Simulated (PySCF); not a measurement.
C7H4N6, SMILES C1=CC2=NC=NC3=NC=NC(=N1)N23.

Geometry: B3LYP-D3(BJ)/def2-SVP.

Two levels are set side by side: PBE/def2-SVP (PySCF) and ωB97X/def2-SVP (PySCF). Same geometry, gas phase. Differences are taken from unrounded values.

```json
[
 {"quantity": "orbital gap (eV)", "ωB97X": "7.85", "PBE": "2.24", "PBE minus ωB97X": "-5.61"},
 {"quantity": "highest occupied level (eV)", "ωB97X": "-8.73", "PBE": "-5.95", "PBE minus ωB97X": "2.78"},
 {"quantity": "lowest empty level (eV)", "ωB97X": "-0.88", "PBE": "-3.71", "PBE minus ωB97X": "-2.83"},
 {"quantity": "dipole moment (D)", "ωB97X": "2.61", "PBE": "2.49", "PBE minus ωB97X": "-0.12"},
 {"quantity": "mean polarisability (bohr³)", "ωB97X": "106.8", "PBE": "110.2", "PBE minus ωB97X": "3.4"}
]
```

PBE's occupied levels lie high since its potential decays too fast outside the molecule; exact exchange lowers them and widens the gap. Loosely held outer electrons make PBE densities more polarisable. Differences between two approximate levels are no errors against the true value.

Rough cost on one machine, each run with all the roots and properties that it gave: ωB97X against PBE within a factor of 2.
